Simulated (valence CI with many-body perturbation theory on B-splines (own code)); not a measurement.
Hyperfine factors and g values of Re LXIX

Computed by relativistic CI+MBPT: five valence electrons over a frozen Dirac-Fock core [He], radial functions for each j: 11 s, 11 p, 10 d, 8 f, 5 g, 2 h, with the one-electron correlation potential Σ1 (screened to all orders), the two-electron term Σ2, the three-electron term Σ3, Breit, model QED; selected single and double excitations, second order for the rest, scaled by the run's own slope (own B-spline code, finite nucleus).

The last digits are not significant, and no measured levels were compared; by estimate large intervals hold to a few tenths of a per cent, small ones and those within an open d or f shell to about a per cent. Among the levels kept, up to 7500 cm⁻¹ of a level comes from second order outside the variational space, and about a tenth of that is noise between levels of different J, which matters for small intervals.

A/g_I is the dipole constant over the nuclear g factor μ/I (μ in nuclear magnetons, uniformly magnetised nucleus), B/Q the quadrupole constant per barn. Both hold the static response of the core; the bare values leave it out. Large factors of s and p1/2 electrons are usually good to 5 to 10 %; those of open d and f shells near neutrality can be off by tens of per cent, and small factors of p3/2, d and f electrons come from cancelling terms and can be off by a factor of two or in sign, in half-filled shells by more. B is blank for J = 1/2, where it vanishes, and for nearly pure S terms. Energies count from the lowest level.

Levels are named by their leading jj configuration (3d3/2^4 stands for four electrons in 3d with j = 3/2), which in mixed levels can hold well under half, so a name can repeat and another be missing. Letters in brackets count levels of one name in rising energy.

```
                             Level  E (eV)      g  A/g_I (MHz)  A/g_I bare  B/Q (MHz/b)  B/Q bare
        (2s^2 2p1/2^2 2p3/2) J=3/2       0  1.310       855000      875000      1680000   1680000
        (2s^2 2p1/2 2p3/2^2) J=3/2    1478  1.432      -552000     -524000        85500     85600
        (2s^2 2p1/2 2p3/2^2) J=5/2    1501  1.160      2300000     2300000        -4950     -4960
        (2s^2 2p1/2 2p3/2^2) J=1/2    1555  0.614      7990000     7960000                       
        (2s 2p1/2^2 2p3/2^2) J=5/2    1832  1.440      5520000     5490000       201000    201000
        (2s 2p1/2^2 2p3/2^2) J=1/2    1940  1.991     2.42e+07    2.39e+07                       
        (2s 2p1/2^2 2p3/2^2) J=3/2    1941  1.168     -3820000    -3740000      -172000   -172000
              (2s^2 2p3/2^3) J=3/2    3036  1.285       883000      901000     -1770000  -1770000
      (2s 2p1/2 2p3/2^3) J=3/2 [a]    3338  1.585      5590000     5560000     -1340000  -1340000
          (2s 2p1/2 2p3/2^3) J=5/2    3379  1.280      6990000     6950000     -1920000  -1930000
          (2s 2p1/2 2p3/2^3) J=1/2    3446  1.342     -9280000    -9140000                       
      (2s 2p1/2 2p3/2^3) J=3/2 [b]    3454  1.004       169000      212000      -554000   -555000
           (2p1/2^2 2p3/2^3) J=3/2    3845  1.297       828000      864000     -1710000  -1710000
                (2s 2p3/2^4) J=1/2    4943  1.880     2.44e+07    2.41e+07                       
             (2p1/2 2p3/2^4) J=1/2    5353  0.614      8030000     7970000                       
           (2s^2 2p1/2^2 3s) J=1/2    9050  1.989      6960000     6900000                       
        (2s^2 2p1/2^2 3p1/2) J=1/2    9157  0.644      2360000     2350000                       
        (2s^2 2p1/2^2 3p3/2) J=3/2    9609  1.320       252000      259000       506000    507000
        (2s^2 2p1/2^2 3d3/2) J=3/2    9701  0.782       147000      147000        88900     89600
        (2s^2 2p1/2^2 3d5/2) J=5/2    9826  1.187        52300       52400        87200     88000
   (2s^2 2p1/2 2p3/2 3s) J=3/2 [a]   10544  1.651      1450000     1460000      1090000   1090000
       (2s^2 2p1/2 2p3/2 3s) J=1/2   10555  1.292     -3550000    -3490000                       
       (2s^2 2p1/2 2p3/2 3s) J=5/2   10564  1.303      3530000     3530000      1640000   1640000
   (2s^2 2p1/2 2p3/2 3s) J=3/2 [b]   10571  0.949      2070000     2090000       966000    967000
    (2s^2 2p1/2 2p3/2 3p1/2) J=1/2   10650  1.728     -2010000    -1970000                       
(2s^2 2p1/2 2p3/2 3p1/2) J=3/2 [a]   10656  1.123      1600000     1610000       341000    342000
    (2s^2 2p1/2 2p3/2 3p1/2) J=5/2   10670  1.040      2620000     2620000      1630000   1630000
(2s^2 2p1/2 2p3/2 3p1/2) J=3/2 [b]   10713  1.301      1320000     1340000      1670000   1670000
       (2s 2p1/2^2 2p3/2 3s) J=5/2   10855  1.586      6710000     6670000      1690000   1690000
   (2s 2p1/2^2 2p3/2 3s) J=3/2 [a]   10885  1.421      7550000     7500000       922000    923000
       (2s 2p1/2^2 2p3/2 3s) J=1/2   10953  0.828     -8840000    -8700000                       
   (2s 2p1/2^2 2p3/2 3s) J=3/2 [b]   10963  1.368     -1940000    -1880000      1230000   1240000
(2s 2p1/2^2 2p3/2 3p1/2) J=3/2 [a]   10973  1.656      7610000     7560000      1160000   1170000
    (2s 2p1/2^2 2p3/2 3p1/2) J=5/2   10974  1.325      5820000     5790000      1650000   1660000
    (2s 2p1/2^2 2p3/2 3p1/2) J=1/2   11062  1.254     -7400000    -7270000                       
(2s 2p1/2^2 2p3/2 3p1/2) J=3/2 [b]   11063  0.958     -2580000    -2520000       971000    973000
(2s^2 2p1/2 2p3/2 3p3/2) J=5/2 [a]   11093  1.404      -418000     -399000      1780000   1780000
(2s^2 2p1/2 2p3/2 3p3/2) J=1/2 [a]   11098  1.546     -2020000    -2000000                       
(2s^2 2p1/2 2p3/2 3p3/2) J=3/2 [a]   11103  1.125      2550000     2540000     -1080000  -1080000
    (2s^2 2p1/2 2p3/2 3p3/2) J=7/2   11109  1.213      1630000     1640000      2160000   2170000
```

(1) Take the isotope of mass number 185, with I = 5/2, μ = 3.176 μN and Q = 2.07 b. What is the hyperfine structure of (2s^2 2p1/2 2p3/2^2) J=1/2?

Answers

(1) From the table A = 1.02e+07 MHz. Shifts from the centre of gravity in MHz: F = 2: -1.78e+07, F = 3: 1.28e+07.
